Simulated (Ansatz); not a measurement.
`CO[Si](N)(F)Cl` at its PBE0-D4/def2-TZVP geometry, where that method's forces vanish. The species carries charge 0 and has multiplicity 1.

```xyz
11

C    -0.9468    0.0226   -1.6739
O    -0.2267    0.5543   -0.5795
Si    0.4028   -0.3085    0.6313
N     0.8901    0.7520    1.8329
F    -0.6972   -1.3702    1.0797
Cl    1.9979   -1.4481    0.0632
H    -1.3653    0.8577   -2.2361
H    -0.2859   -0.5492   -2.3318
H    -1.7617   -0.6245   -1.3376
H     0.3646    1.5744    2.0726
H     1.6282    0.5395    2.4792
```

Task: What forces (eV/Å) does PBE-D4/def2-TZVPP give on these atoms in the Gaussian-basis code of Ansatz? (Best estimate.)

Result: The calculation gave: 
```
C1  -0.112 -0.082 -0.161
O2   0.043  0.543 -0.055
Si3  0.308 -0.015  0.039
N4   0.043  0.082 -0.017
F5  -0.480 -0.464  0.210
Cl6  0.275 -0.183 -0.091
H7  -0.099  0.171 -0.136
H8   0.127 -0.129 -0.159
H9  -0.188 -0.148  0.047
H10 -0.165  0.279  0.101
H11  0.247 -0.056  0.221
```
